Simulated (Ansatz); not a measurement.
Program: Ansatz. Geometries: PBE0-D4/def2-TZVP. ΔE: electronic, gas phase. CBS: MP2 limit from def2 TZ/QZ plus the TZ coupled-cluster correction, frozen cores. DFT in def2-TZVPP. For Se outer-core shells are correlated without core-valence functions, which leaves a few kJ/mol of doubt a bond. Scalar relativity is left out up to krypton. Each species was taken in one conformer, which may not be the lowest.

Reaction (ligand exchange at the Al–Se bond): `C[Se][Al]([F])[Cl]` + CH₃NH₂ → `C[NH][Al]([F])[Cl]` + `C[SeH]`

`C[Se][Al]([F])[Cl]`:

Cartesian coordinates in Å:
```
C 1.362 -0.044 0.493
Se -0.082 1.266 0.746
Al -1.686 0.231 -0.503
F -3.167 0.919 -0.649
Cl -1.325 -1.578 -1.472
H 1.631 -0.113 -0.557
H 1.063 -1.017 0.875
H 2.204 0.336 1.067
```

CH₃NH₂:

Cartesian coordinates in Å:
```
C -0.561 -0.057 0.070
N 0.853 -0.217 -0.224
H -0.846 0.917 0.496
H -0.875 -0.832 0.773
H -1.140 -0.203 -0.845
H 1.408 -0.096 0.613
H 1.162 0.487 -0.883
```

`C[NH][Al]([F])[Cl]`:

```xyz
9

C     0.646   -0.410    1.092
N     0.168    0.509    0.078
Al   -0.845    0.163   -1.304
F    -1.369   -1.371   -1.563
Cl   -1.400    1.667   -2.629
H     0.300   -0.132    2.094
H     0.274   -1.416    0.888
H     1.740   -0.465    1.116
H     0.486    1.454    0.229
```

`C[SeH]`:

```xyz
6

C    -0.326   -0.182    0.398
Se    1.373    0.371   -0.379
H    -1.038    0.640    0.386
H    -0.109   -0.455    1.430
H    -0.724   -1.048   -0.127
H     0.824    0.674   -1.707
```

```
             level  ΔE (kcal/mol)  difference from CCSD(T)/CBS
            PBE-D4            6.5                          0.8
         revPBE-D4            6.5                          0.8
           BLYP-D4            4.4                         -1.3
         r2SCAN-D4            5.3                         -0.4
            B97M-V            4.5                         -1.2
           PBE0-D4            6.6                          0.9
            B2PLYP            4.1                         -1.6
              BLYP            3.6                         -2.1
           r2SCANh            5.4                         -0.3
             BHLYP            3.8                         -1.9
RPA@PBE/def2-TZVPP            3.8                         -1.9
       HF/def2-SVP            3.6                         -2.1
    MP2/def2-TZVPP            5.1                         -0.6
SCS-MP2/def2-TZVPP            4.1                         -1.6
CCSD(T)/def2-TZVPP            4.4                         -1.3
SCS-MP2/def2-QZVPP            4.7                         -1.0
       CCSD(T)/CBS            5.7                            0
```

Largest T1 diagnostic among the species: 0.011.

At CCSD(T), def2-SVP lies −2.1 kcal/mol from the extrapolated value and def2-TZVPP −1.2 kcal/mol. The D4 term adds +0.8 kcal/mol with B3LYP and +0.4 kcal/mol with PBE0; it sums over pairs of atoms, weighted by their polarisabilities, and B3LYP, whose exchange is more repulsive, gets the larger term.

B3LYP here is the variant with VWN-RPA as its local correlation; programs differ in this.
